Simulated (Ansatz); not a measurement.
Born–Oppenheimer molecular dynamics of Cl6Mo (7 atoms, charge 0, multiplicity 1). It goes on from the last frame of an earlier run, with new velocities.

Level of theory: RKS PBE/def2-SVP in Ansatz.

- ensemble: NVE (velocity Verlet)
- time step: 2 fs
- steps asked: 100
- starting velocities drawn for: 2000 K
- seed: 979384

First frame:

```xyz
7
Properties=species:S:1:pos:R:3
Mo -0.170 -0.132 0.252
Cl -0.344 0.294 2.510
Cl 2.226 -0.235 0.478
Cl -0.294 2.203 0.006
Cl -2.462 -0.177 -0.009
Cl -0.252 -2.616 0.522
Cl 0.266 -0.253 -2.180
```

Problem. How far do the bonds stretch over the last three quarters of this one trajectory? (Pairs bonded in most of those frames.)

Solution. 
```json
{"bond": "Mo1–Cl2", "mean (Å)": "2.370", "spread (Å)": "0.106", "shortest": "2.28", "longest": "2.71"}
{"bond": "Mo1–Cl3", "mean (Å)": "2.346", "spread (Å)": "0.122", "shortest": "2.15", "longest": "2.54"}
{"bond": "Mo1–Cl4", "mean (Å)": "2.327", "spread (Å)": "0.115", "shortest": "2.19", "longest": "2.51"}
{"bond": "Mo1–Cl5", "mean (Å)": "2.338", "spread (Å)": "0.079", "shortest": "2.19", "longest": "2.45"}
{"bond": "Mo1–Cl6", "mean (Å)": "2.321", "spread (Å)": "0.103", "shortest": "2.14", "longest": "2.49"}
{"bond": "Mo1–Cl7", "mean (Å)": "2.390", "spread (Å)": "0.081", "shortest": "2.22", "longest": "2.52"}
```

Mean temperature of the second half: 1397 K. The conserved energy stayed within 0.27 meV per atom of its start (net change 0.23 meV per atom), so the integration is sound. A run of 0.2 ps of so small a system gives no equilibrium averages.

Run time: 4 min on 4 threads of Arm Neoverse V2, with other jobs on the host, peak memory 0.26 GiB.
